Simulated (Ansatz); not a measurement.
A made-up structure of CH3IMg, singlet:

```xyz
6
angstrom
C -0.5128 0.4092 -0.3470
Mg 0.6435 -0.5166 0.4356
I 2.0747 -1.6559 1.4041
H -1.4188 -0.2743 -0.5074
H -0.0398 0.7481 -1.3350
H -0.7468 1.2894 0.3499
```

It is relaxed with PBE-D4/def2-SVP and then PBE0-D4/def2-TZVP (Ansatz 0.2.0). Atoms count as bonded within 1.22 times the sum of their covalent radii (H–H: 0.88 Å). The end point is not checked to be a true minimum.

**Question.** Does its bonding change? (A judgement: the text doesn't fix the answer.)

**Answer.** By the calculation: No: no bond forms or breaks.

Where it ends: The first stage lowers the energy by 3.80 eV in 6 steps. It ends as CH₃IMg ([CH3][Mg][I]):
```xyz
6
angstrom
C -0.6329 0.5055 -0.4283
Mg 0.7955 -0.6359 0.5384
I 2.5609 -2.0455 1.7331
H -1.5402 -0.0733 -0.6232
H -0.2642 0.8739 -1.3899
H -0.9191 1.3753 0.1699
```

Labels in which every atom is bracketed show which atoms are joined, not bond orders.

For scale, one of the runs: PBE0-D4/def2-TZVP relaxation, 131 basis functions, launched by `ansatz run in.yaml --threads 2 --pin off --events-out ev --progress --plain --max-ram 4352MiB`. Hardware: 2 CPU threads of an Arm Neoverse N1, shared host. Wall time about 20 s.
